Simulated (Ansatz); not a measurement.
Consider the redistribution: `C[NH][Al]([CH3])[F]` + `FC[SiH]([SiH3])S` → `C[NH][Al]([CH3])[SiH3]` + `FC[SiH](F)S`.

Program: Ansatz. Geometries: PBE0-D4/def2-TZVP. ΔE: electronic, gas phase. CBS: MP2 limit from def2 TZ/QZ plus the TZ coupled-cluster correction, frozen cores. DFT in def2-TZVPP. One conformer a species, not always the lowest.

`C[NH][Al]([CH3])[F]`:

Cartesian coordinates in Å:
```
C 1.506 0.944 -0.634
N 1.221 -0.400 -0.183
Al -0.307 -1.076 0.381
C -1.969 -0.088 0.503
F -0.259 -2.672 0.822
H 2.262 1.442 -0.015
H 1.856 0.971 -1.673
H 0.602 1.556 -0.586
H 2.038 -0.992 -0.213
H -2.739 -0.541 -0.128
H -1.859 0.955 0.199
H -2.354 -0.100 1.527
```

`FC[SiH]([SiH3])S`:

Cartesian coordinates in Å:
```
F -1.675 -1.060 1.587
C -0.907 0.100 1.613
Si -0.395 0.552 -0.159
Si 0.790 -1.194 -1.167
S 0.874 2.267 0.101
H -0.030 -0.080 2.243
H -1.501 0.895 2.076
H -1.613 0.897 -0.942
H 1.408 -0.689 -2.424
H 1.871 -1.647 -0.251
H -0.096 -2.341 -1.495
H 1.273 2.300 -1.182
```

`C[NH][Al]([CH3])[SiH3]`:

Cartesian coordinates in Å:
```
C 0.679 1.894 -1.315
N -0.394 1.290 -0.555
Al -0.437 -0.255 0.315
C -2.078 -0.761 1.245
Si 1.590 -1.643 0.275
H 1.556 1.243 -1.301
H 0.408 2.052 -2.366
H 0.988 2.862 -0.902
H -1.219 1.873 -0.549
H -1.895 -0.908 2.315
H -2.471 -1.709 0.864
H -2.866 -0.009 1.143
H 2.101 -1.902 1.654
H 1.322 -2.983 -0.328
H 2.718 -1.043 -0.495
```

`FC[SiH](F)S`:

```xyz
9

F     1.696    0.360   -0.621
C     0.684    0.881    0.179
Si   -0.880   -0.163    0.025
F    -1.580    0.208   -1.362
S    -0.378   -2.210    0.140
H     0.502    1.916   -0.132
H     1.036    0.893    1.216
H    -1.843    0.143    1.106
H     0.763   -2.027   -0.551
```

| level | ΔE (kJ/mol) | difference from CCSD(T)/CBS |
| --- | --- | --- |
| PBE-D4 | 37.9 | -3.6 |
| r2SCAN-D4 | 39.2 | -2.3 |
| ωB97X-V | 38.8 | -2.7 |
| ωB97M-V | 38.6 | -2.9 |
| B2PLYP | 40.8 | -0.7 |
| r2SCAN | 39.0 | -2.5 |
| PBE0 | 37.7 | -3.8 |
| HF/def2-TZVPP | 38.9 | -2.6 |
| MP2/def2-TZVPP | 43.4 | 1.9 |
| SCS-MP2/def2-TZVPP | 42.2 | 0.7 |
| CCSD/def2-TZVPP | 39.7 | -1.8 |
| CCSD(T)/def2-TZVPP | 39.0 | -2.5 |
| HF/def2-QZVPP | 39.2 | -2.3 |
| MP2/def2-QZVPP | 44.9 | 3.4 |
| SCS-MP2/def2-QZVPP | 43.8 | 2.3 |
| HF/CBS(def2) | 39.2 | -2.3 |
| CCSD(T)/CBS | 41.5 | 0 |

Largest T1 diagnostic among the species: 0.012.
